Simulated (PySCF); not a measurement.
## SnH⁺: script and output

File input.py (PySCF 2.14):

```python
from pyscf import gto, scf, mp

mol = gto.M(
    atom='Sn 0 0 0; H 0 0 1.859',
    basis='def2-tzvp',
    ecp={'Sn': 'def2-tzvp'},
    charge=1,
    spin=0,
    verbose=4,
)
mf = scf.RHF(mol)
mf.kernel()
mp.MP2(mf, frozen=4).kernel()
mf.dip_moment()
print('orbital energies (hartree):', mf.mo_energy[..., max(0, mol.nelec[1]-3):mol.nelec[0]+3].round(4))
```

```bash
$ OMP_NUM_THREADS=1 python input.py
```

It prints (some set-up lines and the per-cycle HOMO/LUMO lines with their warnings removed):

```
PySCF version 2.14.0

[INPUT] verbose = 4
[INPUT] num. atoms = 2
[INPUT] num. electrons = 22
[INPUT] charge = 1
[INPUT] spin (= nelec alpha-beta = 2S) = 0
[INPUT] symmetry False subgroup None
[INPUT] Mole.unit = angstrom
[INPUT] Symbol           X                Y                Z      unit          X                Y                Z       unit  Magmom
[INPUT]  1 Sn     0.000000000000   0.000000000000   0.000000000000 AA    0.000000000000   0.000000000000   0.000000000000 Bohr   0.0
[INPUT]  2 H      0.000000000000   0.000000000000   1.859000000000 AA    0.000000000000   0.000000000000   3.513000865566 Bohr   0.0

nuclear repulsion = 6.26245220023669
number of shells = 20
number of NR pGTOs = 99
number of NR cGTOs = 56
basis = def2-tzvp
ecp = {'Sn': 'def2-tzvp'}

******** <class 'pyscf.scf.hf.RHF'> ********
method = RHF
initial guess = minao
damping factor = 0
level_shift factor = 0
DIIS = <class 'pyscf.scf.diis.CDIIS'>
diis_start_cycle = 1
diis_space = 8
diis_damp = 0
SCF conv_tol = 1e-09
SCF conv_tol_grad = None
SCF max_cycles = 50
direct_scf = True
direct_scf_tol = 1e-13
Set gradient conv threshold to 3.16228e-05
Initial guess from minao.
init E= -176.285183743156
cycle= 1 E= -213.321496843043  delta_E=  -37  |g|= 1.85  |ddm|= 30.6
cycle= 2 E= -213.603482530104  delta_E= -0.282  |g|= 0.69  |ddm|= 3.58
cycle= 3 E= -213.651952434428  delta_E= -0.0485  |g|= 0.0822  |ddm|= 0.857
cycle= 4 E= -213.652858208126  delta_E= -0.000906  |g|= 0.00405  |ddm|= 0.126
cycle= 5 E= -213.652869013926  delta_E= -1.08e-05  |g|= 0.000766  |ddm|= 0.015
cycle= 6 E= -213.652869247487  delta_E= -2.34e-07  |g|= 0.000154  |ddm|= 0.00205
cycle= 7 E= -213.652869258394  delta_E= -1.09e-08  |g|= 3.96e-05  |ddm|= 0.000454
cycle= 8 E= -213.652869258929  delta_E= -5.34e-10  |g|= 3.27e-06  |ddm|= 8.97e-05
Extra cycle  E= -213.652869258932  delta_E= -3.78e-12  |g|= 1.27e-06  |ddm|= 7.62e-06
converged SCF energy = -213.652869258932

******** <class 'pyscf.mp.mp2.RMP2'> ********
nocc = 7, nmo = 52
frozen orbitals 4
E(RMP2) = -213.927049932408  E_corr = -0.27418067347527
E(SCS-RMP2) = -213.905169325824  E_corr = -0.252300066891635
E_corr(same-spin) = -0.0885193168600265
E_corr(oppo-spin) = -0.185661356615244

WARN: System has nonzero charge 1; the dipole moment is origin-dependent.
Location of origin: [0. 0. 0.]

Dipole moment(X, Y, Z, Debye):  0.00000, -0.00000, -0.00213
orbital energies (hartree): [-1.5978 -0.8182 -0.5901 -0.2339 -0.2339 -0.0865]
```

In short: E(SCF) = -213.652869 Eh, 8 cycles, E(MP2) − E(SCF) = -0.27418 Eh.

Hardware: Intel Xeon 6975P-C, 1 thread, shared host. Wall time 0.73 s, peak memory 0.13 GiB.

Stability towards an unrestricted solution was not tested. The bond length is a typed value, not an optimised one. The dipole of an ion depends on the origin.
